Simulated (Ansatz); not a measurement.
Geometry optimisation, RHF/def2-SVP in Ansatz.

input.yaml

```yaml
crystal:
  periodic: [false, false, false]
  atoms:
    - { symbol: Ta, position_ang: [-0.407508, -0.466691, 0.293299] }
    - { symbol: "N", position_ang: [2.897983, 0.036451, 0.168039] }
    - { symbol: H, position_ang: [3.179066, 0.843575, 0.698204] }
    - { symbol: H, position_ang: [3.328269, 0.098073, -0.738765] }
    - { symbol: F, position_ang: [-0.91489, -0.274285, 2.100217] }
    - { symbol: F, position_ang: [0.104013, -0.752618, -1.497703] }
    - { symbol: F, position_ang: [0.031571, 1.346742, 0.228525] }
    - { symbol: F, position_ang: [-2.100584, -1.123023, -0.088573] }
    - { symbol: P, position_ang: [1.143209, -2.269636, 1.1636] }
    - { symbol: H, position_ang: [0.085276, -3.162259, 1.457976] }
    - { symbol: H, position_ang: [1.477352, -2.829271, -0.092294] }
    - { symbol: H, position_ang: [3.262942, -0.798557, 0.644075] }
basis:
  gaussian: { orbitals: def2-SVP }
hamiltonian:
  xc: hf
relax:
  f_tol: 0.03
  max_steps: 50
```

Command:

```bash
$ ansatz run input.yaml --threads 4 --pin off --max-ram 5120MiB --backend cpu --events-out ev --progress --plain --runs-dir out
```

Where does it end, and by what steps?

The forces met the threshold. After 16 steps the energy has fallen by 0.855 eV; H11 moved furthest, 1.10 Å. Joined: Ta1–N2 (3.35 → 2.36 Å).

```tsv
step	energy less start (eV)	largest force component (eV/Å)	accepted
0	0.0000	1.027	yes
1	-0.0857	1.068	yes
2	-0.2671	1.132	yes
3	-0.4719	1.311	yes
4	-0.5817	2.344	yes
5	-0.6843	0.645	yes
6	-0.7429	0.272	yes
7	-0.7720	0.650	yes
8	-0.7846	0.612	yes
9	-0.8024	0.266	yes
10	-0.8223	0.154	yes
11	-0.8435	0.141	yes
12	-0.8521	0.114	yes
13	-0.8538	0.041	yes
14	-0.8541	0.062	yes
15	-0.8541	0.047	no
16	-0.8546	0.017	yes
```

```xyz
12
Properties=species:S:1:pos:R:3
Ta 0.126 -0.467 0.183
N 2.381 0.172 0.425
H 2.428 1.162 0.614
H 2.885 0.004 -0.434
F 0.081 -0.189 2.046
F 0.637 -0.778 -1.605
F 0.158 1.413 -0.126
F -1.659 -0.935 -0.013
P 1.236 -2.780 0.717
H 0.315 -3.156 1.719
H 0.624 -3.481 -0.345
H 2.875 -0.317 1.156
```

Whether the end is a true minimum wasn't checked by a vibrational analysis.

Time of the run: 29 s on 4 threads of Arm Neoverse V2, on a shared host, peak memory 0.42 GiB.
